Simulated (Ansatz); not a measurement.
Harmonic frequencies (cm⁻¹) at PBE0-D4/def2-TZVP from Ansatz: 82, 106, 138, 269, 305, 453, 587, 627, 1134, 1180, 1205, 1478, 1493, 1498, 2069, 3013, 3083, 3088.

Each molecule was computed in one conformer, which needn't be the lowest.

(1) Which molecule is it?
A. `O[CH2][GaH][Br]`
B. `C#[C][GaH][CH3]`
C. `C[O][GaH][Br]`
D. `C[NH][Ga]([F])[F]`

Answers

(1) C.
